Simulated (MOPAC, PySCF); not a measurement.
C₈H₅ClS, SMILES `c1sc2cccc(c2c1)Cl`, neutral singlet in the gas phase. 

Z-matrix (Å, degrees):
```
C
C 1 1.4174
C 2 1.3963 1 120.73
H 3 1.0986 2 119.28 1 180.00
C 3 1.4129 4 120.67 2 180.00
C 5 1.3980 3 121.28 4 -180.00
H 6 1.0993 5 120.97 3 -180.00
H 5 1.1001 6 119.65 7 0.00
C 6 1.4062 7 120.96 5 -180.00
C 1 1.4382 2 130.18 3 -180.00
C 10 1.3728 1 112.36 2 -180.00
H 11 1.0972 10 127.63 1 180.00
H 10 1.0973 11 124.29 12 0.00
S 11 1.7455 12 119.05 10 -180.00
Cl 2 1.7463 3 120.00 4 0.00
```
Charge 0, multiplicity 1.

All levels are single points at this geometry (PBE-D3(BJ)/def2-SVP); Pople sets use spherical d functions. Orbital energies aren't observables, and empty levels follow the basis.

PBE/6-31G* in PySCF gives dipole (D) = 1.06.

Q: Estimate the dipole (D) from each of these levels: PBE-D3(BJ)/def2-TZVP in PySCF; HF/3-21G in PySCF; HF/STO-3G in PySCF; PM3 in MOPAC; PM6 in MOPAC.

A: 
| level | dipole (D) |
|---|---|
| PBE-D3(BJ)/def2-TZVP in PySCF | 1.03 |
| HF/3-21G in PySCF | 1.22 |
| HF/STO-3G in PySCF | 2.46 |
| PM3 in MOPAC | 0.36 |
| PM6 in MOPAC | 1.14 |
